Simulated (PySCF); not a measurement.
Correlation energy of Re⁶²⁺ (rhenium, charge +62)

[Ne] 3s2 3p1, 2P determinant. All numbers are calculated (PySCF 2.14, scalar relativity by spin-free X2C-1e, in an even-tempered Gaussian basis (17 s from 17 bohr⁻², ratio 2.5; 12 p from 22 bohr⁻², ratio 2.5; 4 d from 84 bohr⁻², ratio 2.7; 4 f from 130 bohr⁻², ratio 2.7)). Frozen: 1s2; 11 electrons correlated; the 20 highest virtual orbitals of each spin left out.

```tsv
level	correlation energy (mhartree)
CCSD	-521.48
(T)	-0.40
CCSD(T)	-521.88
```

Diagnostics: T1 = 0.00028, D1 = 0.0012, largest double amplitude 0.031.

Spin-orbit coupling, absent here, splits the open shell strongly.

Cost of the coupled-cluster step: of the order of 30 core-seconds, for 11 correlated electrons.

At this charge the one-electron X2C treatment keeps the bare 1/r₁₂, with no two-electron picture change or Breit term. The effect here is smaller than on the frozen 1s shell; and a scalar Hamiltonian misses the large spin-orbit splitting of the p shells, which matters for ns² → np² pairs.
